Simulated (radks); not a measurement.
Species: Kr+. Configuration: [Ar] 3d10 4s2 4p5.

Calculated with a radial shooting solver on a logarithmic mesh with Libxc functionals: Dirac Kohn-Sham, PBE, spin-unpolarised, spherical densities, point nucleus; open shells are shared between the two j in proportion to 2j + 1; speed of light set to 13703.6 atomic units (100 times the physical value, a model run).

Energy parts (Ry):
part                        energy
total                  -5505.78735
kinetic                 5502.71134
electron-nucleus      -13132.47795
Hartree                 2313.53406
exchange-correlation    -189.55481

Orbitals (lengths in bohr, moments of r in powers of bohr; r(max) is where P^2 peaks):
| orbital | occ. | eigenvalue (Ry) | r(max) | <r^4> | <1/r> | small-component weight |
|---|---|---|---|---|---|---|
| 1s1/2 | 2 | -1022.474 | 0.02804 | 0.00001479 | 35.50 | 1.68e-06 |
| 2s1/2 | 2 | -133.6286 | 0.1582 | 0.002960 | 7.890 | 3.31e-07 |
| 2p1/2 | 2 | -120.9666 | 0.1251 | 0.002039 | 7.871 | 3.30e-07 |
| 2p3/2 | 4 | -120.9662 | 0.1251 | 0.002039 | 7.871 | 3.30e-07 |
| 3s1/2 | 2 | -19.56668 | 0.4769 | 0.1791 | 2.625 | 8.05e-08 |
| 3p1/2 | 2 | -15.06597 | 0.4675 | 0.2030 | 2.517 | 7.54e-08 |
| 3p3/2 | 4 | -15.06591 | 0.4675 | 0.2030 | 2.517 | 7.54e-08 |
| 3d3/2 | 4 | -6.99802 | 0.4107 | 0.3007 | 2.277 | 6.38e-08 |
| 3d5/2 | 6 | -6.99801 | 0.4107 | 0.3007 | 2.277 | 6.38e-08 |
| 4s1/2 | 2 | -2.42733 | 1.356 | 12.31 | 0.8478 | 1.32e-08 |
| 4p1/2 | 1.66667 | -1.43721 | 1.528 | 25.58 | 0.7171 | 9.74e-09 |
| 4p3/2 | 3.33333 | -1.43721 | 1.528 | 25.58 | 0.7171 | 9.74e-09 |

The highest occupied level is 4p3/2 at -19.554 eV. The density falls to 0.001 e/bohr^3 at r = 3.74 bohr.
